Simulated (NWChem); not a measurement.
# C2H6GeO; SMILES C[C](=O)[GeH3]

```xyz
10

C     -1.1095     1.8308     0.1803
C      0.0605     0.9930    -0.2577
O      1.0611     1.4646    -0.7358
Ge    -0.0120    -1.0113    -0.0516
H     -1.3121     1.6610     1.2506
H     -2.0169     1.5203    -0.3635
H     -0.9043     2.8953    -0.0022
H      0.1641    -1.6291    -1.4472
H      1.1654    -1.4299     0.8420
H     -1.3353    -1.5016     0.5700
```
Atoms are numbered in this order, from 1.

All runs use the structure optimised with PBE0/def2-SVP.

Q: Give the principal values of the shielding tensors (ppm) of C1, C2, O3, Ge4 from B3LYP/6-311G** (spherical d), GIAO (NWChem), with their diamagnetic and paramagnetic parts as GIAO splits them.

A: 
```
atom      σ11     σ22     σ33  isotropic  diamagnetic  paramagnetic
----  -------  ------  ------  ---------  -----------  ------------
C1      109.6   123.8   187.8      140.4        249.4        -109.0
C2     -123.8  -103.7    86.0      -47.2        251.3        -298.5
O3    -1239.4  -488.5   300.6     -475.8        401.2        -877.0
Ge4    1541.9  1581.4  1678.1     1600.5       2755.7       -1155.2
```
